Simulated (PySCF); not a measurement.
Values are calculated unless marked as measured or tabulated.
## Si2OF5

The system: Si2OF5, a small molecule (built as: Si site whose three back bonds go to F, F, OSiF3); neutral, doublet. The structure, one conformer, was relaxed in the gas phase by PBE0-D3(BJ)/def2-SVP. No frequency run checks that it is a minimum.

SMILES: F[Si](F)O[Si](F)(F)F

```
atom   x (Å)   y (Å)   z (Å)
 Si1  -1.932   0.021  -0.036
  F2  -2.218   1.477  -0.661
  F3  -2.305  -1.067  -1.163
  O4  -0.327  -0.091   0.276
 Si5   1.284  -0.146   0.327
  F6   1.835  -1.335  -0.575
  F7   1.772  -0.381   1.823
  F8   1.904   1.220  -0.201
```

EPR values by unrestricted B3LYP, IGLO-III on F O Si.

(1) Predict g and the largest hyperfine couplings. Where does the spin sit?

(2) How do the isotropic couplings move with BHandHLYP?

Answers

(1) g = 2.0000, 2.0001, 2.0017. The spin sits on Si1 (91 %, bonded to 2 F + 1 O) by Mulliken populations.
```json
{"atom": "Si1", "isotope": "29Si", "isotropic (MHz)": "-1460.6", "dipolar, principal values (MHz)": "-113.2, 56.4, 56.8"}
{"atom": "F3", "isotope": "19F", "isotropic (MHz)": "348.3", "dipolar, principal values (MHz)": "-139.8, -133.7, 273.5"}
{"atom": "F2", "isotope": "19F", "isotropic (MHz)": "346.7", "dipolar, principal values (MHz)": "-139.5, -133.4, 272.9"}
{"atom": "O4", "isotope": "17O", "isotropic (MHz)": "-112.7", "dipolar, principal values (MHz)": "-17.3, 8.2, 9.1"}
{"atom": "Si5", "isotope": "29Si", "isotropic (MHz)": "-32.9", "dipolar, principal values (MHz)": "-4.0, 1.9, 2.1"}
{"atom": "F8", "isotope": "19F", "isotropic (MHz)": "10.6", "dipolar, principal values (MHz)": "-5.4, -5.2, 10.6"}
```

(2) Si1 -1460.6 to -1492.7 MHz, F3 348.3 to 371.2 MHz, F2 346.7 to 369.5 MHz, O4 -112.7 to -111.0 MHz.
